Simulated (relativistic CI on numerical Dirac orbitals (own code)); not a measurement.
# Hyperfine structure of Ni XXIII, mass number 61

Computed by Dirac-Coulomb-Breit CI, orbitals from a KLI potential per configuration, a model potential for QED, unscaled Slater integrals (own radial code, finite nucleus).

Configurations in the expansion (outside the closed core 1s2): 2s²2p², 2s2p³, 2p⁴, 2p³3s, 2p³3p, 2p³3d, 2s²2p3s, 2s²2p3p, 2s²2p3d, 2s2p²3s, 2s2p²3p, 2s2p²3d, 2s²2p4s, 2s²2p4p, 2s²2p4d, 2s²2p4f. Levels of other configurations are missing.

Nuclear spin I = 3/2, μ = -0.74965 μN, Q = 0.162 b (tables of Stone and Pyykkö). The electronic factors are computed for point nuclear moments, without core polarisation or the Bohr-Weisskopf and QED corrections.

```
     Level  E (cm⁻¹)  A (MHz)  B (MHz)
2s²2p² ³P1    109458     1019     5430
2s²2p² ³P2    162502   -33280    -1210
2s²2p² ¹D2    326226   -23790    12000
2s2p³ ⁵S°2    578851   -80080      427
2s2p³ ³D°1    897106    39960     9150
2s2p³ ³D°2    901993   -61990    14800
2s2p³ ³D°3    943103   -80850    -63.9
2s2p³ ³P°1   1082021   -87420    -9280
```

Levels with J = 0, under 50 % of one LS term, or S terms without an open s electron are left out. Small factors come from cancelling terms and can be off by tens of per cent or more.

At this charge energies of transitions that change n are usually good to better than 1 %, and those within a shell (Δn = 0) to a few per cent.

Q: Give the hyperfine levels of 2s²2p² ³P2 relative to its centre of gravity.

A: With K = F(F + 1) − I(I + 1) − J(J + 1), E = AK/2 + B[¾K(K + 1) − I(I + 1)J(J + 1)]/[2I(2I − 1)J(2J − 1)]: F = 1/2: 148700, F = 3/2: 99850, F = 5/2: 17400, F = 7/2: -100200 MHz.

LS names give the leading component of a level, which can be under half, so a name can repeat, a term be missing and a line seem to break the LS rules.
